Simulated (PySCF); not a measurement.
An unknown is described by computed data only.

Elements present: C, H, O and Si. Monoisotopic mass: 151.9781 u.

- 13C NMR: chemical shifts (computed TMS as zero) by class: 241.7 (1 C) ppm [GIAO HF/pcSseg-1]
- Rotational structure: rotational constants A, B, C: 3.032, 0.603, 0.514 GHz [PBE0-D3(BJ)/def2-SVP]
- Triplet: lowest triplet excitation (Tamm–Dancoff): 2.52 eV [TDA CAM-B3LYP/def2-SVPD]
- Dipole: 2.33 D [CAM-B3LYP/def2-SVPD]
- 1H NMR: chemical shifts (computed TMS as zero) by class: 11.35 (1 H), 4.58 (3 H), 4.43 (2 H), 4.33 (2 H) ppm [GIAO HF/pcSseg-1]
- UV, strongest line: among the 10 lowest singlet transitions: S6 at 7.48 eV (166 nm, f = 0.071) [TDDFT CAM-B3LYP/def2-SVPD]

The electronic properties come from PySCF, for the isolated species, density fitting. Levels stand in brackets. The structure is a single PBE0-D3(BJ)/def2-SVP conformer in the gas phase; no vibrational or solvent corrections. NMR values are class means; diastereotopic atoms form classes of their own.

Question: Which formula fits the mass and the elements?

Answer: CH8O3Si3 (calculated 151.9781). No other formula that holds each of these elements comes within 0.0003 u with a fitting electron parity and a possible valence count.

Question: Give a SMILES that accounts for the data.

Answer: Numbering: `[O:1]=[CH:2][SiH2:3][O:4][SiH2:5][O:6][SiH3:7]`. Its formula, CH8O3Si3, gives 1 degree of unsaturation: 0 rings and 1 π bond in the structure found. The one carbon: carbonyl carbon [C2] (241.7 ppm). Hydrogen classes from least to most shielded: 1 H on a carbonyl carbon, C2 (11.35 ppm), 3 H on an oxygen-bound silicon, Si7 (4.58 ppm), 2 H on an oxygen-bound silicon, Si5 (4.43 ppm), 2 H on an oxygen-bound silicon, Si3 (4.33 ppm). The optimised geometry has point group C1 and is an asymmetric top. Structure: `O=C[SiH2]O[SiH2]O[SiH3]`. Computed isomers that give other values at the same levels: `C[SiH]1O[SiH2]O[SiH2]O1` (rotational constant A: 2.128 GHz; this holds for the one conformer computed). The assignments are read from this structure; whether some other isomer fits the data as well wasn't checked.

Shape of the structure used: `[O:1]=[CH:2][SiH2:3][O:4][SiH2:5][O:6][SiH3:7]`: O1–C2–Si3–O4 180°, C2–Si3–O4–Si5 -177°, Si3–O4–Si5–O6 -16°, O4–Si5–O6–Si7 -7°.
